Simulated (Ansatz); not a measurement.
Species: InI2, charge 0, doublet. InI2 (SMILES [I][In][I], doublet).
B3LYP-D3(BJ)/def2-TZVP minimum from Ansatz (a first-principles code):
```xyz
3

In     0.7797     0.3819     0.2539
I     -0.7476     1.6431    -1.6656
I      0.0268    -1.9962     1.4308
```
Charge 0, spin multiplicity 2.

Total energies in hartree (Ansatz). Radicals and triplets start from unrestricted determinants; spin-orbit coupling is neglected. Cores are frozen in correlated methods (noble-gas shells, and filled d and f shells in the p block). Past Kr the def2 sets carry scalar-relativistic core potentials. Where a partner has so few electrons that a lower coupled-cluster level is exact, that level stands in. Spin-orbit terms, left out, reach several kcal/mol for Br and I, and more for heavier atoms. The spin of I2In ([I][In][I], doublet) was assumed, and the state is the lowest solution found for it.

```csv
species,HF/def2-TZVPP,CCSD(T)/def2-TZVPP,HF/def2-QZVPP,CCSD(T)/def2-QZVPP,CCSD(T)/def2-SVP,CCSDT(Q)/def2-SVP
"1: InI2 (SMILES [I][In][I], doublet)",-782.65302,-783.01203,-782.65608,-783.06065,-782.88524,-782.88683
2: In (doublet),-189.21003,-189.25218,-189.21066,-189.25402,-189.24461,-189.24480
3: I (doublet),-296.65857,-296.79430,-296.65973,-296.81374,-296.74085,-296.74112
```

Work out the atomisation energy (electronic, to ground-state atoms) in kcal/mol: take Hartree-Fock from def2-QZVPP, extrapolate the CCSD(T) correlation energy as X^-3 (X = 3, 4), and add CCSDT(Q) - CCSD(T) in def2-SVP. 1 hartree = 627.51 kcal/mol.


Species 1: correlation (64·(-0.40457) - 27·(-0.35901))/37 = -0.43782; step -0.00159; E1 = -782.65608 + (-0.43782) + (-0.00159) = -783.09549
Species 2: correlation (64·(-0.04336) - 27·(-0.04215))/37 = -0.04424; step -0.00019; E2 = -189.21066 + (-0.04424) + (-0.00019) = -189.25509
Species 3: correlation (64·(-0.15401) - 27·(-0.13573))/37 = -0.16735; step -0.00027; E3 = -296.65973 + (-0.16735) + (-0.00027) = -296.82735
-1·E1 +1·E2 +2·E3 = 0.18570 hartree = 116.5 kcal/mol.
